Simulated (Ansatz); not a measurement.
Start from `C[N](C)[Nb](=[NH])([OH])[F]` and change one atom or group to get `[NH]=[Nb]([NH2])([OH])[F]`.

Ansatz, PBE0-D4/def2-TZVP geometries, multiplicity 1. Each molecule was computed in one conformer, which needn't be the lowest.

Elements past krypton have def2 core potentials.

```tsv
property	`C[N](C)[Nb](=[NH])([OH])[F]`
LUMO energy (ωB97M-V/def2-TZVPP) / eV	0.97
LUMO energy (PBE0/def2-TZVPP) / eV	-0.54
HOMO energy (B3LYP/def2-TZVPP) / eV	-6.67
HOMO–LUMO gap (ωB97M-V/def2-TZVPP) / eV	10.10
HOMO energy (PBE/def2-TZVPP) / eV	-5.59
HOMO–LUMO gap (PBE0/def2-TZVPP) / eV	6.33
```

(1) What does the change do to each property? (Estimate.)

Results:

(1) Computed: 
```tsv
property	`[NH]=[Nb]([NH2])([OH])[F]`	shift
LUMO energy (ωB97M-V/def2-TZVPP) / eV	0.88	-0.09
LUMO energy (PBE0/def2-TZVPP) / eV	-0.70	-0.16
HOMO energy (B3LYP/def2-TZVPP) / eV	-7.61	-0.94
HOMO–LUMO gap (ωB97M-V/def2-TZVPP) / eV	11.09	0.99
HOMO energy (PBE/def2-TZVPP) / eV	-6.43	-0.84
HOMO–LUMO gap (PBE0/def2-TZVPP) / eV	7.15	0.82
```

With PBE0 the HOMO falls by 0.98 eV and the LUMO falls by 0.16 eV, so the gap widens by about 0.82 eV. PBE moves the HOMO by -0.84 eV and ωB97M-V by -1.09 eV.

B3LYP here is the variant with VWN-RPA as its local correlation; programs differ in this.
